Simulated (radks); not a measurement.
Values are calculated unless marked as measured or tabulated.
Tc4+, configuration [Kr] 4d3.

Level of theory: scalar-relativistic Kohn-Sham, r2SCAN, spin-polarised, spherical densities, finite nucleus; open shells are filled with parallel spins first (spin-orbit coupling, left out, can overturn this in heavy ions); meta-GGA in the generalised Kohn-Sham scheme; Fermi nuclear charge, rms radius 4.4112 fm (a radial shooting solver on a logarithmic mesh with Libxc functionals).

Energy parts (hartree):
total: -4282.80372
kinetic: 4422.61266
electron-nucleus: -10254.03042
Hartree: 1676.00605
exchange-correlation: -127.39202

Orbitals (lengths in bohr, moments of r in powers of bohr):
orbital  occ.  eigenvalue (hartree)      <r>
1s up       1             -770.2911  0.03429
1s down     1             -770.2921  0.03429
2s up       1             -111.8782   0.1495
2s down     1             -111.8517   0.1495
2p up       3             -100.2157   0.1304
2p down     3             -100.1965   0.1304
3s up       1             -21.12537   0.4142
3s down     1             -21.11756   0.4143
3p up       3             -17.26285   0.4155
3p down     3             -17.25223   0.4156
3d up       5             -11.03538   0.3988
3d down     5             -11.01418   0.3987
4s up       1              -4.50264    1.049
4s down     1              -4.38691    1.044
4p up       3              -3.42575    1.146
4p down     3              -3.29887    1.138
4d up       3              -1.85368    1.428
4d down     0              -1.70560    1.419

The highest occupied level is 4d up at -50.441 eV. The density falls to 0.001 e/bohr^3 at r = 3.00 bohr. The electron density at the nucleus is 1.022e+05 e/bohr^3 (large components only). For comparison, the ionisation energy in NIST's Atomic Spectra Database is 57 eV (theoretical). In exact Kohn-Sham theory the highest level is minus the ionisation energy, but local and semilocal functionals leave it too shallow, through self-interaction and a potential that decays too fast; potentials with the right tail come closer. The spin density at the nucleus is -3.613 e/bohr^3 (1s 0.023, 2s -1.404, 3s 1.161, 4s -3.393). Summed over all electrons, <r^2> = 22.16 bohr^2, which gives a Langevin (diamagnetic) susceptibility term of -17.6 x 10^-6 cm^3/mol.
